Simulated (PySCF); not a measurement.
CaF: frontier orbitals

r²SCAN at R = 2.086 Å; Ca 3-21G, F 3-21G; no relativity (PySCF 2.14). State: ²Σ⁺ (doublet), unpaired electrons σ ↑. Only the outer orbitals are listed, counted within each symmetry.

```json
{"spin": "α", "orbital": "2π", "occ.": "1", "ε (eV)": "-29.66", "on Ca (%)": "100", "main shells (%)": "100 Ca p"}
{"spin": "α", "orbital": "2π", "occ.": "1", "ε (eV)": "-29.66", "on Ca (%)": "100", "main shells (%)": "100 Ca p"}
{"spin": "α", "orbital": "6σ", "occ.": "1", "ε (eV)": "-29.62", "on Ca (%)": "94", "main shells (%)": "94 Ca p"}
{"spin": "α", "orbital": "7σ", "occ.": "1", "ε (eV)": "-25.11", "on Ca (%)": "8", "main shells (%)": "92 F s"}
{"spin": "α", "orbital": "8σ", "occ.": "1", "ε (eV)": "-5.79", "on Ca (%)": "14", "main shells (%)": "85 F p, 12 Ca s"}
{"spin": "α", "orbital": "3π", "occ.": "1", "ε (eV)": "-5.33", "on Ca (%)": "8", "main shells (%)": "92 F p"}
{"spin": "α", "orbital": "3π", "occ.": "1", "ε (eV)": "-5.33", "on Ca (%)": "8", "main shells (%)": "92 F p"}
{"spin": "α", "orbital": "9σ", "occ.": "1", "ε (eV)": "-3.95", "on Ca (%)": "91", "main shells (%)": "74 Ca s, 16 Ca p, 10 F p"}
{"spin": "α", "orbital": "4π", "occ.": "0", "ε (eV)": "-1.21", "on Ca (%)": "93", "main shells (%)": "93 Ca p"}
{"spin": "α", "orbital": "4π", "occ.": "0", "ε (eV)": "-1.21", "on Ca (%)": "93", "main shells (%)": "93 Ca p"}
{"spin": "α", "orbital": "10σ", "occ.": "0", "ε (eV)": "0.51", "on Ca (%)": "99", "main shells (%)": "89 Ca p, 11 Ca s"}
{"spin": "β", "orbital": "2π", "occ.": "1", "ε (eV)": "-29.59", "on Ca (%)": "100", "main shells (%)": "100 Ca p"}
{"spin": "β", "orbital": "2π", "occ.": "1", "ε (eV)": "-29.59", "on Ca (%)": "100", "main shells (%)": "100 Ca p"}
{"spin": "β", "orbital": "6σ", "occ.": "1", "ε (eV)": "-29.55", "on Ca (%)": "94", "main shells (%)": "94 Ca p"}
{"spin": "β", "orbital": "7σ", "occ.": "1", "ε (eV)": "-25.12", "on Ca (%)": "8", "main shells (%)": "91 F s"}
{"spin": "β", "orbital": "8σ", "occ.": "1", "ε (eV)": "-5.61", "on Ca (%)": "8", "main shells (%)": "91 F p"}
{"spin": "β", "orbital": "3π", "occ.": "1", "ε (eV)": "-5.36", "on Ca (%)": "6", "main shells (%)": "94 F p"}
{"spin": "β", "orbital": "3π", "occ.": "1", "ε (eV)": "-5.36", "on Ca (%)": "6", "main shells (%)": "94 F p"}
{"spin": "β", "orbital": "9σ", "occ.": "0", "ε (eV)": "-2.61", "on Ca (%)": "97", "main shells (%)": "83 Ca s, 14 Ca p"}
{"spin": "β", "orbital": "4π", "occ.": "0", "ε (eV)": "-0.58", "on Ca (%)": "96", "main shells (%)": "96 Ca p"}
{"spin": "β", "orbital": "4π", "occ.": "0", "ε (eV)": "-0.58", "on Ca (%)": "96", "main shells (%)": "96 Ca p"}
```

Which are the highest filled and the lowest empty level, where do they sit, and how wide is the gap?

Highest filled α 9σ at -3.95 eV (in %: 74 Ca s, 16 Ca p, 10 F p); lowest empty β 9σ at -2.61 eV (in %: 83 Ca s, 14 Ca p); the gap at r²SCAN is 1.34 eV.

The bond order (Mayer) is 0.81. The ⟨S²⟩ is 0.754, the charge on Ca (Mulliken, basis-dependent) is 0.57 and the charge on Ca (Löwdin, basis-dependent) is 0.51. The dipole moment (positive dipole means Ca(−)F(+)) is -2.74 D.

3-21G is very small, so such numbers show the basis as much as the molecule. The state is the lowest determinant that a PBE0 search found; another state may lie lower at other levels.
